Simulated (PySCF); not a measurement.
# GeB under electron impact: the energy ladder

CCSD(T) in PySCF with def2-TZVPPD on every atom, for the lowest determinant that a PBE0 search found; no spin–orbit coupling.

```csv
species,state (unpaired electrons),Re (Å),ωe (cm⁻¹),energy of the minimum from the neutral (eV),De (eV),dissociates to
GeB,"quartet (σ ↑, π ↑↑)",1.993,636,0.00,2.96,Ge + B
GeB⁺,"triplet (σ ↑, π ↑)",2.197,451,8.59,2.27,Ge⁺ + B
```

Question: Work out the lowest energy to break GeB into atoms, from its vibrational ground state.

Answer: D0 = De − ωe/2 = 2.96 − 0.04 = 2.92 eV (CCSD(T)/def2-TZVPPD).

Question: Work out the ionisation energy of the Ge atom at this level and the threshold of dissociative ionisation.

Answer: IE(Ge) = 8.59 + 2.27 − 2.96 = 7.90 eV, so Ge⁺ + B + e⁻ appears at D0 + IE(Ge) = 10.82 eV (CCSD(T)/def2-TZVPPD). The measured IE(Ge) is 7.899 eV (NIST ASD).

These are thermodynamic thresholds; the onsets seen under electron impact lie higher where the geometry changes, and cross-sections peak well above them.

Correlated steps freeze 10 core orbitals. Spin–orbit coupling is left out. For an ion De counts to the pair picked by the measured ionisation energies or electron affinities, which need not be the lowest pair at this level. States were picked by a PBE0 search and need not be the measured ground states.
